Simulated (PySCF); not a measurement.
Species: C4H4F3PS.
Geometry (GFN2-xTB, Å), atoms numbered from 1 in this order:
```xyz
13
C4H4F3PS angstrom
F     -2.692    1.099    0.273
C     -1.747    0.400   -0.373
F     -1.066    1.285   -1.123
F     -2.379   -0.417   -1.212
C     -0.821   -0.328    0.574
P      0.749   -0.650   -0.376
S      0.696   -1.900   -1.850
C      1.881    0.722   -0.084
C      2.128   -0.300    0.742
H     -1.282   -1.270    0.879
H     -0.622    0.300    1.443
H      2.293    1.666   -0.378
H      2.858   -0.606    1.464
```

Method used: TDDFT CAM-B3LYP/def2-SVPD, vertical, gas phase, core orbitals frozen in the response in PySCF.

Kohn–Sham orbitals with the atoms that hold most of them (Löwdin shares over 4%, at most four atoms; ? is withheld):

| orbital | ε (eV) | atoms |
| --- | --- | --- |
| HOMO-3 | -11.32 | P6 33%, C9 18%, C8 18%, S7 13% |
| HOMO-2 | -10.41 | C9 28%, C8 27%, S7 15%, P6 10% |
| HOMO-1 | -8.31 | S7 75%, P6 14% |
| HOMO | ? | ? |
| LUMO | -0.21 | ? |
| LUMO+1 | 0.71 | S7 25%, P6 17%, C8 15%, C5 12% |
| LUMO+2 | 0.97 | P6 25%, C9 21%, S7 21%, H13 12% |

(1) Give the leading atoms of the HOMO.

(2) Give the leading atoms of the LUMO.

(3) What is the HOMO energy, and the HOMO–LUMO gap?

Results:

(1) S7 (bonded to P) 65%; P6 (bonded to 3 C and S) 17%; C9 (bonded to C, P and H) 8%; C8 (bonded to C, P and H) 7%. By element: sulfur 65%, phosphorus 17%, carbon 15% or more.

(2) C9 (bonded to C, P and H) 38%; C8 (bonded to C, P and H) 37%; H13 (bonded to C) 7%; H12 (bonded to C) 6%. By element: carbon 74% or more, hydrogen 13% or more.

(3) ε(HOMO) = -8.04 eV; the gap is 7.83 eV (0.2878 hartree).

The HOMO–LUMO gap is 7.83 eV. Where does the response calculation put the lowest singlet, and from which orbitals?

S1 is at 4.56 eV (f = 0.0052), 3.27 eV below the gap, made of HOMO→LUMO (92%). 

One configuration dominates each of S1 and S2. Which, and how do the shares of the two leading atoms of either orbital change from the occupied to the empty one?

- S1 (4.56 eV, f 0.0052), HOMO→LUMO (92%): S7 65% → at most 7%, P6 17% → at most 7%, C9 8% → 38%, C8 7% → 37%
- S2 (5.15 eV, f 0.0006), HOMO-1→LUMO (79%): S7 75% → at most 7%, P6 14% → at most 7%, C9 at most 4% → 38%, C8 at most 4% → 37%

One conformer stands for the species.
